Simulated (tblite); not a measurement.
Run record: nudged-elastic-band run, `C=C(Br)[S@](C)=O`.

Computed with GFN2-xTB (tblite), gas phase: nudged elastic band of 9 images (0 to 8), spring 0.2 eV/Å², climbing image at the end, force threshold 0.05 eV/Å. The top image wasn't refined or checked by frequencies; at this threshold it can lie a kcal/mol or more above the true saddle point of the method. The command runs a driver script over a list of jobs; the input below is this job's line of settings and its coordinates in Å. «atoms» counts from 0 and names the dihedral (Br3–C2–S4–C5 when counted from 1); «turn» is the rotation in degrees that makes the guess of the end point.

Command:
```bash
OMP_NUM_THREADS=1 python probes_run.py task.json out
```

Input:
```
{"job": {"kind": "neb", "xc": "GFN2-xTB", "basis": "xTB", "atoms": [2, 1, 3, 4], "turn": 120}, "charge": 0, "multiplicity": 1}
C      1.867290    -0.278554     0.326042
C      0.935953     0.470083    -0.223645
Br     0.921341     2.363130    -0.215504
S     -0.462888    -0.238064    -1.179770
C     -1.696829     0.108205     0.151196
O     -0.240295    -1.677810    -1.155033
H      1.776918    -1.349948     0.234956
H      2.713218     0.112627     0.865114
H     -1.385879    -0.390160     1.062795
H     -2.645382    -0.296287    -0.186196
H     -1.778024     1.179448     0.294082
```

Output:
```
image   E - E0 / eV
  0      -0.0000
  1       0.0366
  2       0.1142
  3       0.1805
  4       0.2068
  5       0.1954
  6       0.1628
  7       0.1294
  8       0.1158
```

Read off the barriers.

The highest image is 4: 0.207 eV (4.77 kcal/mol) above the start and 0.091 eV (2.10 kcal/mol) above the end. The band met its force threshold.

Which dihedral does each image have?

0: -76°, 1: -58°, 2: -38°, 3: -18°, 4: 4°, 5: 25°, 6: 45°, 7: 63°, 8: 79°.

Give the geometry of the highest image and of the end point.

Image 4:
```
atom  x, y, z in Å
C1      2.183   -0.177   -0.090
C2      0.936    0.198    0.125
Br3     0.571    1.676    1.269
S4     -0.433   -0.750   -0.713
C5     -1.832    0.297   -0.145
O6     -0.529   -2.004    0.026
H7      2.398   -1.011   -0.735
H8      3.023    0.314    0.374
H9     -1.866    0.307    0.940
H10    -2.745   -0.143   -0.534
H11    -1.700    1.297   -0.543
```

Image 8:
```
atom  x, y, z in Å
C1      1.970    0.145   -0.315
C2      0.921   -0.121    0.439
Br3     0.728    0.443    2.231
S4     -0.482   -1.156   -0.171
C5     -1.575    0.308   -0.438
O6     -1.012   -1.842    0.996
H7      2.013   -0.227   -1.325
H8      2.803    0.735    0.028
H9     -1.701    0.838    0.501
H10    -2.534   -0.065   -0.780
H11    -1.125    0.944   -1.192
```

The run took about 9 s of CPU time (one thread, shared machine).
